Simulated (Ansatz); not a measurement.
Cartesian coordinates in Å:
```
Si -0.857 0.582 -0.501
O 0.118 -0.601 0.016
Zn 1.540 -1.174 0.886
H -1.268 1.483 0.616
H -2.088 -0.001 -1.101
H -0.190 1.425 -1.535
H 2.744 -1.714 1.618
```

The species carries charge 0 and has multiplicity 1.

Task: List the ωB97M-V/def2-TZVPP orbital energies in eV (Ansatz). (An estimate is asked.)

Result: Ansatz gave: Occupied: -9465.81, -1806.88, -1157.03, -1017.48, -1017.48, -1017.37, -525.45, -147.86, -136.90, -101.99, -101.97, -101.96, -92.27, -92.27, -92.13, -29.30, -18.65, -17.59, -17.57, -17.53, -17.53, -16.60, -13.73, -12.75, -12.74, -11.86, -10.58, -10.53. Lowest empty: 0.87, 0.91, 1.15, 2.82, 3.17, 3.76, 3.85, 3.92.
